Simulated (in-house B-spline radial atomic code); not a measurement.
Settings and results of a run for Mn⁴⁺ (an excited or competing configuration). Level of theory: Dirac-Hartree-Fock, average of the jj configuration, Fermi nucleus of rms radius 3.7057 fm; calculated with a radial B-spline atomic code at the basis-set limit.

In the input, a minus or plus after the letter marks the j = l - 1/2 or j = l + 1/2 subshell.

Command:
```bash
python run_scf.py task.json out
```
Settings (nuclear radius in fm, mass in u):
```
Z                25
configuration    1s2 2s2 2p6 3s2 3p6 3d+3
hamiltonian      dirac
method           hf
spin_polarised   False
nucleus          fermi
rms_radius       3.7057
atomic_mass      54.93804
speed_of_light   137.035999084
```

Output (hartree, bohr):
```
 radial grid: 67 intervals, B-splines of order 8, outer radius 14.6809 bohr

 iter        energy (Eh)    residual
    1      -1141.9220711    6.79e-01
    2      -1151.8070403    3.10e-01
    3      -1153.4198473    1.06e-01
    4      -1153.6172943    3.30e-02
    5      -1153.6379779    1.36e-02
    6      -1153.6412587    1.20e-03
    7      -1153.6412735    1.30e-04
    8      -1153.6412737    2.00e-05
    9      -1153.6412737    5.47e-07
   10      -1153.6412737    1.92e-08

 total energy                    -1153.641274
 kinetic                           1169.29260
 electron-nucleus                 -2712.96448
 electron-electron                  390.03061

 first-order corrections (not in the total)
   Gaunt                            0.44840
   retardation                     -0.03912
   frequency dependence            -0.00100
   self-energy                      0.29718
   Uehling                         -0.02458
   Wichmann-Kroll                   0.00014
   recoil                           0.00898

 orbital      occ     eigenvalue          <r>       <r^2>       <1/r>     <1/r^2>       r_max    small
 1s1/2      2.000     -244.82463    0.0608636  0.00498231     24.9326     1272.36     0.03988  8.07e-03
 2s1/2      2.000      -31.81453     0.277448   0.0909137     5.35759     121.163      0.2317  1.48e-03
 2p1/2      2.000      -27.39540     0.244032   0.0731739     5.27574     38.9556      0.1868  1.45e-03
 2p3/2      4.000      -27.04689     0.247307    0.075076     5.18505     36.9175      0.1893  1.43e-03
 3s1/2      2.000       -6.00177     0.832584    0.794957     1.68731      17.911       0.729  3.22e-04
 3p1/2      2.000       -4.52037     0.869622     0.88154     1.56479     5.46324        0.74  2.85e-04
 3p3/2      4.000       -4.59978     0.874728    0.891764     1.55455     5.27246      0.7458  2.85e-04
 3d5/2      3.000       -2.63687      0.96201     1.12917     1.30811     2.23673      0.7236  2.11e-04
```

Run time, properties included: 1.1 s on 1 thread of Arm Neoverse N1 (shared host).

For the Dirac Hamiltonian the kinetic term is c α·p + (β - 1)c².
